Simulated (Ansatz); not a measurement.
Ansatz (a program for electronic structure) job for Sn(F)2(Cl)(Me) (CH₃ClF₂Sn), SMILES [F][Sn]([CH3])([F])[Cl], B3LYP-D3(BJ)/def2-SVP. 

Ansatz 0.2 input:
```yaml
crystal:
  periodic: [false, false, false]
  atoms:
    - {symbol: C, position_ang: [-2.33181978, -0.13111128, 0.18669209]}
    - {symbol: Sn, position_ang: [-0.14481007, 0.08028516, 0.08909710]}
    - {symbol: F, position_ang: [0.54958315, -0.06899088, 1.94469562]}
    - {symbol: F, position_ang: [0.24814092, 1.96737283, -0.39227782]}
    - {symbol: Cl, position_ang: [1.29293722, -1.16682782, -1.18545728]}
    - {symbol: H, position_ang: [-2.54231594, -1.18504296, 0.32019225]}
    - {symbol: H, position_ang: [-2.72512923, 0.24909487, -0.74826574]}
    - {symbol: H, position_ang: [-2.66058200, 0.45899351, 1.03407921]}
basis:
  gaussian:
    orbitals: def2-SVP
hamiltonian:
  xc: b3lyp
  dispersion: d3bj
relax: {f_tol: 0.002, max_steps: 200}
```

Log of the run:

```
WARN ansatz: RAYON_NUM_THREADS=1 ignored (pool sized by the plan → 1); use --threads N
Functional definition: B3LYP
integrals: 0.06 GiB planned
1145 factors; integrals over basis functions are off by at most 4.1e-4 eV
mean field: 0.48 GiB planned
mean field evaluation 1: about -24860.4691 eV, gradient 6.6e1 eV
mean field evaluation 2: about -24841.7807 eV, gradient 1.2e2 eV
mean field evaluation 4: about -24869.4638 eV, gradient 6.5e0 eV
mean field evaluation 8: about -24869.5863 eV, gradient 8.6e-2 eV
mean field evaluation 16: about -24869.5864 eV, gradient 4.2e-5 eV
mean field -24869.58635743 eV, -913.9404414246 hartree, gradient 4.2e-5 eV, S^2 0.000000; 0 other end points of the search recorded, 0 dependent functions left out
the calculation of the forces begins
reference -24869.58660870 eV, -913.9404506586 hartree; 33, 33 occupied and 68, 68 virtual orbitals, 1145 factors
relax step   1: F+E_penalty+E_count = -24869.88694960 eV  Δ(F+E_penalty+E_count) = +0.000e0 eV  max|allowed force component| = 1.567e0 eV/Å  Δτ_max = 0.0000 Å  (27 SCF iters, accepted)
these checks for a lower state are left out or cut short: starts, cluster_reference, orbital_swaps, neighbouring_geometries, increment
integrals: 0.06 GiB planned
1145 factors; integrals over basis functions are off by at most 4.1e-4 eV
mean field: 0.48 GiB planned
[...]
relax step  23: F+E_penalty+E_count = -24870.03604905 eV  Δ(F+E_penalty+E_count) = -4.508e-4 eV  max|allowed force component| = 4.808e-2 eV/Å  Δτ_max = 0.0060 Å  (25 SCF iters, accepted)
these checks for a lower state are left out or cut short: starts, cluster_reference, orbital_swaps, neighbouring_geometries, increment
integrals: 0.06 GiB planned
1145 factors; integrals over basis functions are off by at most 4.4e-4 eV
mean field: 0.48 GiB planned
mean field -24869.73117761 eV, -913.9457634679 hartree, gradient 9.7e-6 eV, S^2 0.000000; 0 other end points of the search recorded, 0 dependent functions left out
the calculation of the forces begins
reference -24869.73142865 eV, -913.9457726935 hartree; 33, 33 occupied and 68, 68 virtual orbitals, 1145 factors
relax step  24: F+E_penalty+E_count = -24870.03644432 eV  Δ(F+E_penalty+E_count) = -3.953e-4 eV  max|allowed force component| = 4.039e-3 eV/Å  Δτ_max = 0.0256 Å  (31 SCF iters, accepted)
these checks for a lower state are left out or cut short: starts, cluster_reference, orbital_swaps, neighbouring_geometries, increment
integrals: 0.06 GiB planned
1145 factors; integrals over basis functions are off by at most 4.5e-4 eV
mean field: 0.48 GiB planned
mean field -24869.73153516 eV, -913.9457766078 hartree, gradient 9.3e-6 eV, S^2 0.000000; 0 other end points of the search recorded, 0 dependent functions left out
the calculation of the forces begins
reference -24869.73178673 eV, -913.9457858527 hartree; 33, 33 occupied and 68, 68 virtual orbitals, 1145 factors
relax step  25: F+E_penalty+E_count = -24870.03677070 eV  Δ(F+E_penalty+E_count) = -3.264e-4 eV  max|allowed force component| = 7.968e-2 eV/Å  Δτ_max = 0.0841 Å  (30 SCF iters, accepted)
these checks for a lower state are left out or cut short: starts, cluster_reference, orbital_swaps, neighbouring_geometries, increment
integrals: 0.06 GiB planned
1145 factors; integrals over basis functions are off by at most 4.4e-4 eV
mean field: 0.48 GiB planned
mean field -24869.73179271 eV, -913.9457860726 hartree, gradient 9.7e-6 eV, S^2 0.000000; 0 other end points of the search recorded, 0 dependent functions left out
the calculation of the forces begins
reference -24869.73204440 eV, -913.9457953220 hartree; 33, 33 occupied and 68, 68 virtual orbitals, 1145 factors
relax step  26: F+E_penalty+E_count = -24870.03709067 eV  Δ(F+E_penalty+E_count) = -3.200e-4 eV  max|allowed force component| = 3.950e-2 eV/Å  Δτ_max = 0.0249 Å  (31 SCF iters, accepted)
these checks for a lower state are left out or cut short: starts, cluster_reference, orbital_swaps, neighbouring_geometries, increment
integrals: 0.06 GiB planned
1145 factors; integrals over basis functions are off by at most 4.4e-4 eV
mean field: 0.48 GiB planned
mean field evaluation 192: about -24869.7320 eV, gradient 1.0e-5 eV
mean field -24869.73197595 eV, -913.9457928063 hartree, gradient 1.0e-5 eV, S^2 0.000000; 0 other end points of the search recorded, 0 dependent functions left out
the calculation of the forces begins
reference -24869.73222772 eV, -913.9458020587 hartree; 33, 33 occupied and 68, 68 virtual orbitals, 1145 factors
relax step  27: F+E_penalty+E_count = -24870.03727131 eV  Δ(F+E_penalty+E_count) = -1.806e-4 eV  max|allowed force component| = 6.197e-3 eV/Å  Δτ_max = 0.0125 Å  (24 SCF iters, accepted)
these checks for a lower state are left out or cut short: starts, cluster_reference, orbital_swaps, neighbouring_geometries, increment
integrals: 0.06 GiB planned
1145 factors; integrals over basis functions are off by at most 4.4e-4 eV
mean field: 0.48 GiB planned
mean field -24869.73205911 eV, -913.9457958626 hartree, gradient 9.7e-6 eV, S^2 0.000000; 0 other end points of the search recorded, 0 dependent functions left out
the calculation of the forces begins
reference -24869.73231104 eV, -913.9458051209 hartree; 33, 33 occupied and 68, 68 virtual orbitals, 1145 factors
relax step  28: F+E_penalty+E_count = -24870.03735322 eV  Δ(F+E_penalty+E_count) = -8.192e-5 eV  max|allowed force component| = 1.099e-2 eV/Å  Δτ_max = 0.0230 Å  (31 SCF iters, accepted)
these checks for a lower state are left out or cut short: starts, cluster_reference, orbital_swaps, neighbouring_geometries, increment
integrals: 0.06 GiB planned
1145 factors; integrals over basis functions are off by at most 4.4e-4 eV
mean field: 0.48 GiB planned
mean field -24869.73205374 eV, -913.9457956652 hartree, gradient 9.7e-6 eV, S^2 0.000000; 0 other end points of the search recorded, 0 dependent functions left out
the calculation of the forces begins
reference -24869.73230589 eV, -913.9458049314 hartree; 33, 33 occupied and 68, 68 virtual orbitals, 1145 factors
relax step  29: F+E_penalty+E_count = -24870.03734556 eV  Δ(F+E_penalty+E_count) = +7.668e-6 eV  max|allowed force component| = 4.037e-2 eV/Å  Δτ_max = 0.0369 Å  (31 SCF iters, rejected (line search))
these checks for a lower state are left out or cut short: starts, cluster_reference, orbital_swaps, neighbouring_geometries, increment
integrals: 0.06 GiB planned
1145 factors; integrals over basis functions are off by at most 4.4e-4 eV
mean field: 0.48 GiB planned
mean field -24869.73209574 eV, -913.9457972084 hartree, gradient 9.8e-6 eV, S^2 0.000000; 0 other end points of the search recorded, 0 dependent functions left out
the calculation of the forces begins
reference -24869.73234778 eV, -913.9458064708 hartree; 33, 33 occupied and 68, 68 virtual orbitals, 1145 factors
relax step  30: F+E_penalty+E_count = -24870.03740098 eV  Δ(F+E_penalty+E_count) = -4.776e-5 eV  max|allowed force component| = 7.935e-3 eV/Å  Δτ_max = 0.0181 Å  (31 SCF iters, accepted)
these checks for a lower state are left out or cut short: starts, cluster_reference, orbital_swaps, neighbouring_geometries, increment
integrals: 0.06 GiB planned
1145 factors; integrals over basis functions are off by at most 4.4e-4 eV
mean field: 0.48 GiB planned
mean field -24869.73211515 eV, -913.9457979220 hartree, gradient 9.8e-6 eV, S^2 0.000000; 0 other end points of the search recorded, 0 dependent functions left out
the calculation of the forces begins
reference -24869.73236731 eV, -913.9458071886 hartree; 33, 33 occupied and 68, 68 virtual orbitals, 1145 factors
relax step  31: F+E_penalty+E_count = -24870.03742243 eV  Δ(F+E_penalty+E_count) = -2.144e-5 eV  max|allowed force component| = 1.521e-2 eV/Å  Δτ_max = 0.0260 Å  (31 SCF iters, accepted)
these checks for a lower state are left out or cut short: starts, cluster_reference, orbital_swaps, neighbouring_geometries, increment
integrals: 0.06 GiB planned
1145 factors; integrals over basis functions are off by at most 4.4e-4 eV
mean field: 0.48 GiB planned
mean field evaluation 224: about -24869.7321 eV, gradient 2.5e-5 eV
mean field -24869.73212321 eV, -913.9457982181 hartree, gradient 2.5e-5 eV, S^2 0.000000; 0 other end points of the search recorded, 0 dependent functions left out
the calculation of the forces begins
reference -24869.73237536 eV, -913.9458074846 hartree; 33, 33 occupied and 68, 68 virtual orbitals, 1145 factors
relax step  32: F+E_penalty+E_count = -24870.03743192 eV  Δ(F+E_penalty+E_count) = -9.492e-6 eV  max|allowed force component| = 6.412e-3 eV/Å  Δτ_max = 0.0007 Å  (20 SCF iters, accepted)
these checks for a lower state are left out or cut short: starts, cluster_reference, orbital_swaps, neighbouring_geometries, increment
integrals: 0.06 GiB planned
1145 factors; integrals over basis functions are off by at most 4.4e-4 eV
mean field: 0.48 GiB planned
mean field -24869.73212594 eV, -913.9457983186 hartree, gradient 3.1e-5 eV, S^2 0.000000; 0 other end points of the search recorded, 0 dependent functions left out
the calculation of the forces begins
reference -24869.73237810 eV, -913.9458075851 hartree; 33, 33 occupied and 68, 68 virtual orbitals, 1145 factors
relax step  33: F+E_penalty+E_count = -24870.03743456 eV  Δ(F+E_penalty+E_count) = -2.647e-6 eV  max|allowed force component| = 4.331e-4 eV/Å  Δτ_max = 0.0012 Å  (21 SCF iters, accepted)
these checks for a lower state are left out or cut short: starts, cluster_reference, orbital_swaps, neighbouring_geometries, increment
integrals: 0.06 GiB planned
1145 factors; integrals over basis functions are off by at most 4.4e-4 eV
mean field: 0.48 GiB planned
mean field -24869.73212886 eV, -913.9457984255 hartree, gradient 8.2e-6 eV, S^2 0.000000; 0 other end points of the search recorded, 0 dependent functions left out
the calculation of the forces begins
reference -24869.73238102 eV, -913.9458076924 hartree; 33, 33 occupied and 68, 68 virtual orbitals, 1145 factors
relax step  34: F+E_penalty+E_count = -24870.03743583 eV  Δ(F+E_penalty+E_count) = -1.270e-6 eV  max|allowed force component| = 4.497e-4 eV/Å  Δτ_max = 0.0041 Å  (23 SCF iters, accepted)
these checks for a lower state are left out or cut short: starts, cluster_reference, orbital_swaps, neighbouring_geometries, increment
integrals: 0.06 GiB planned
1145 factors; integrals over basis functions are off by at most 4.4e-4 eV
mean field: 0.48 GiB planned
mean field -24869.73213164 eV, -913.9457985278 hartree, gradient 7.9e-6 eV, S^2 0.000000; 0 other end points of the search recorded, 0 dependent functions left out
the calculation of the forces begins
reference -24869.73238381 eV, -913.9458077950 hartree; 33, 33 occupied and 68, 68 virtual orbitals, 1145 factors
relax step  35: F+E_penalty+E_count = -24870.03743604 eV  Δ(F+E_penalty+E_count) = -2.082e-7 eV  max|allowed force component| = 8.089e-4 eV/Å  Δτ_max = 0.0039 Å  (23 SCF iters, accepted)
integrals: 0.06 GiB planned
1145 factors; integrals over basis functions are off by at most 4.4e-4 eV
mean field: 0.48 GiB planned
mean field evaluation 256: about -24869.7321 eV, gradient 3.4e-5 eV
mean field -24869.73213164 eV, -913.9457985278 hartree, gradient 7.9e-6 eV, S^2 0.000000; 1 other end points of the search recorded, 0 dependent functions left out
the calculation of the forces begins
reference -24869.73238381 eV, -913.9458077950 hartree; 33, 33 occupied and 68, 68 virtual orbitals, 1145 factors
Total energy: -24870.03768822 eV, -913.9570275249 hartree
Atom 0 at    -2.278053    -0.147140     0.173887 Å, force    -0.000469    -0.000138    -0.000197 eV/Å
Atom 1 at    -0.164213     0.176645     0.160400 Å, force     0.000809    -0.000039     0.000142 eV/Å
Atom 2 at     0.542468     0.352420     1.952351 Å, force    -0.000330     0.000118     0.000165 eV/Å
Atom 3 at     0.294106     1.863381    -0.668076 Å, force    -0.000303    -0.000026    -0.000005 eV/Å
Atom 4 at     1.131707    -1.456173    -0.903669 Å, force    -0.000386    -0.000019    -0.000140 eV/Å
Atom 5 at    -2.490246    -1.087959    -0.349403 Å, force     0.000021     0.000568     0.000331 eV/Å
Atom 6 at    -2.748835     0.701937    -0.338577 Å, force     0.000316    -0.000498     0.000270 eV/Å
Atom 7 at    -2.600929    -0.199338     1.221843 Å, force     0.000342     0.000034    -0.000565 eV/Å
Dipole moment:    -0.836834    -0.282819    -0.083812 e Å
```

The run converged.
